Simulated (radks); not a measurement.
The numbers below are computed, except where a source is named.
All-electron atom: Dy VII in [Kr] 4d10 4f8 5s2 5p4. Code: a radial shooting solver on a logarithmic mesh with Libxc functionals. Model: non-relativistic Kohn-Sham, TPSS, spin-polarised, spherical densities, point nucleus; open shells are filled with parallel spins first (spin-orbit coupling, left out, can overturn this in heavy ions); meta-GGA in the generalised Kohn-Sham scheme; relativity is left out, which matters for an element this heavy.

Normalised radial functions P(r) = r R(r), r in bohr:

r           4f up  5p down
0.0008699  0.0000   0.0004
0.0009966  0.0000   0.0006
0.001151   0.0000   0.0008
0.001319   0.0000   0.0010
0.001511   0.0000   0.0013
0.001731   0.0000   0.0017
0.001983   0.0000   0.0022
0.00229    0.0000   0.0029
0.002624   0.0000   0.0038
0.003006   0.0000   0.0049
0.003444   0.0000   0.0064
0.003946   0.0000   0.0082
0.004557   0.0000   0.0108
0.005221   0.0000   0.0138
0.005981   0.0000   0.0177
0.006853   0.0000   0.0226
0.007914   0.0000   0.0291
0.009067   0.0000   0.0367
0.01039    0.0000   0.0461
0.0119     0.0001   0.0574
0.01363    0.0001   0.0711
0.01575    0.0002   0.0881
0.01804    0.0003   0.1069
0.02067    0.0006   0.1280
0.02368    0.0009   0.1510
0.02713    0.0015   0.1751
0.03133    0.0025   0.2003
0.0359     0.0040   0.2215
0.04113    0.0064   0.2372
0.04712    0.0100   0.2441
0.05398    0.0157   0.2379
0.06234    0.0248   0.2126
0.07142    0.0376   0.1676
0.08183    0.0563   0.1006
0.09375    0.0828   0.0134
0.1074     0.1197  -0.0879
0.124      0.1728  -0.1980
0.1421     0.2391  -0.2875
0.1628     0.3228  -0.3432
0.1865     0.4246  -0.3462
0.2137     0.5429  -0.2838
0.2468     0.6815  -0.1456
0.2828     0.8178   0.0371
0.324      0.9493   0.2381
0.3712     1.0640   0.4136
0.4252     1.1486   0.5169
0.4911     1.1934   0.5080
0.5626     1.1874   0.3745
0.6446     1.1350   0.1360
0.7385     1.0436  -0.1675
0.8529     0.9157  -0.4998
0.9771     0.7772  -0.7657
1.119      0.6323  -0.9405
1.283      0.4904  -1.0003
1.469      0.3605  -0.9469
1.697      0.2431  -0.7940
1.944      0.1545  -0.6005
2.228      0.0898  -0.4069
2.552      0.0474  -0.2451
2.924      0.0222  -0.1290
3.377      0.0086  -0.0553
3.869      0.0030  -0.0208
4.432      0.0008  -0.0064

4f up: eigenvalue -96.622 eV, 0 radial nodes, <r> = 0.716 bohr, 90 % of the charge inside 1.18 bohr. 5p down: eigenvalue -95.304 eV, 3 radial nodes at r = 0.0955, 0.276, 0.687 bohr, <r> = 1.41 bohr, 90 % of the charge inside 2.01 bohr.
